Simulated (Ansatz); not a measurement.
ZnCl3⁻ (the lowest singlet isomer of a short search) was relaxed with PBE-D4 (def2-SVPD) in Ansatz in these states: charge -1 quintet, charge -1 singlet, charge -1 triplet. The geometries follow in no particular order.

A:

```xyz
4

Zn    0.000    0.000    0.000
Cl    0.194    1.991    1.011
Cl    1.356   -1.688    0.580
Cl   -1.550   -0.303   -1.591
```

B:

Cartesian coordinates in Å:
```
Zn 0.000 0.000 0.000
Cl -1.875 -1.966 0.518
Cl 0.081 1.213 -2.485
Cl 1.794 0.753 1.968
```

C:

```csv
atom,x (Å),y (Å),z (Å)
Zn1,-0.837,0.726,-0.216
Cl2,-2.623,-0.021,-1.455
Cl3,2.655,0.288,1.563
Cl4,0.805,-0.994,0.108
```

Problem. Judge from the bond lengths which geometry belongs to which state (an estimate).

Solution. A is the charge -1 singlet (Zn1–Cl3 2.242 Å, Zn1–Cl2 2.242 Å, Zn1–Cl4 2.242 Å); B is the charge -1 quintet (Zn1–Cl3 2.767 Å, Zn1–Cl2 2.767 Å, Zn1–Cl4 2.767 Å); C is the charge -1 triplet (Zn1–Cl3 3.944 Å, Zn1–Cl2 2.298 Å, Zn1–Cl4 2.400 Å).

At PBE-D4/def2-SVPD the highest occupied level of the charge -1 quintet lies above zero (up to 2.17 eV). It is a level of α spin, whose loss leaves a quartet; that state wasn't run at this geometry and level. The electron is either unbound and held by the finite basis, or the level is raised by self-interaction error. At PBE-D4/def2-SVPD the gap within one spin of the charge -1 quintet nearly closes, so an electron or hole may be smeared out by delocalisation error. At PBE0-D4/def2-TZVPD a singlet lies 10.81 eV below the charge -1 quintet. At PBE0-D4/def2-TZVPD a singlet lies 4.10 eV below the charge -1 triplet. In the triplet, Cl3 and Cl4 lie 2.68 Å apart (atoms count from 1), so these atoms are partly bonded to each other. These are the stationary points nearest to one start from a short search; other shapes may lie lower in each state.
